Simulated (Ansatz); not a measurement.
Compare A (`C/C=C1\CB1F`) with its isomer B (`B/C=C(\F)C=C`).

Computed with Ansatz on PBE0-D4/def2-TZVP structures; ΔE is electronic, products minus reactants. CCSD(T)/CBS is the MP2 limit (def2-TZVPP, def2-QZVPP) plus CCSD(T) − MP2 in def2-TZVPP, frozen cores. Double bonds are as drawn, so ΔE can hold a change between cis and trans. Functionals use def2-TZVPP. B3LYP here is the variant with VWN-RPA as its local correlation; programs differ in this. Each species was taken in one conformer, which may not be the lowest.

**Question.** Which isomer does CCSD(T)/CBS put lower? Give the gap. (An estimate is asked.)

**Answer.** Ansatz gave: A, by 97.8 kJ/mol.

**Question.** Give E(B) − E(A) in kJ/mol with PBE-D4, B2PLYP, CCSD/def2-TZVPP, HF/def2-TZVPP, CCSD(T)/def2-TZVPP, B3LYP, B3LYP-D4. (Best estimate.)

**Answer.** Computed: PBE-D4 105.4, B2PLYP 93.5, CCSD/def2-TZVPP 95.6, HF/def2-TZVPP 71.4, CCSD(T)/def2-TZVPP 94.3, B3LYP 89.5, B3LYP-D4 88.6. None reverses the order clearly.

Largest T1 diagnostic: 0.012.

From PBE to PBE0 (25 % exact exchange), in def2-TZVPP and without D4, E(B) − E(A) moves by +3.8 kJ/mol. In def2-TZVPP, CCSD(T) changes the Hartree–Fock value by +22.8 kJ/mol (the triples alone add −1.3 kJ/mol) and MP2 by +36.2 kJ/mol.
